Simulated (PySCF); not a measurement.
## Electron correlation in Ca (calcium, neutral)

[Ar] 4p2, high-spin 3P determinant (an excited configuration). All numbers are calculated (PySCF 2.14, the spin-free X2C one-electron Hamiltonian (Gaussian nucleus), in ANO-RCC-VTZP). Frozen: [Ar]; 2 electrons correlated.

With two correlated electrons CCSD is exact within the correlated space (frozen core and kept virtual orbitals).

```json
{"level": "CCSD", "correlation energy (mhartree)": "-7.68"}
```

Diagnostics: T1 = 0.011, D1 = 0.0159, largest double amplitude 0.193.

Question: Is a single reference adequate?

Answer: Not fully. A double-excitation amplitude exceeds 0.15, a sign of near-degeneracy.
